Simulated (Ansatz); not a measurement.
A structure relaxed at r2SCAN-D4/def2-SVP in Ansatz, charge 0, singlet:

```xyz
32

C    -2.556   -1.837    3.538
C    -1.307   -2.374    2.849
C    -1.094   -1.820    1.452
F    -0.026   -2.516    0.869
C    -0.755   -0.342    1.394
C    -0.546    0.140   -0.028
F    -1.760   -0.010   -0.720
C    -0.109    1.586   -0.134
C    -0.086    2.103   -1.566
F     0.295    3.439   -1.521
C     0.832    1.351   -2.523
C     2.220    1.027   -1.992
C     3.158    0.498   -3.054
F     2.776    2.182   -1.442
H    -2.491   -0.755    3.730
H    -2.711   -2.332    4.508
H    -3.456   -2.015    2.927
H    -1.368   -3.471    2.752
H    -0.404   -2.164    3.450
H    -1.982   -2.015    0.822
H     0.165   -0.161    1.977
H    -1.564    0.250    1.852
H     0.176   -0.531   -0.527
H     0.895    1.705    0.304
H    -0.794    2.225    0.449
H    -1.111    2.074   -1.975
H     0.341    0.408   -2.820
H     0.922    1.965   -3.435
H     2.148    0.294   -1.165
H     3.267    1.234   -3.865
H     4.151    0.303   -2.624
H     2.772   -0.440   -3.480
```

Question: Give its formula, name or SMILES.

Answer: `CCC(F)CC(F)CC(F)CC(C)F`.

Question: Summarise the bond lengths by kind (pairs closer than 1.2 times the sum of covalent radii, bridged metal pairs left out).

Answer: 9 × C–C 1.51 to 1.52 Å; 4 × C–F 1.39 to 1.40 Å; 18 × C–H 1.10 to 1.11 Å.
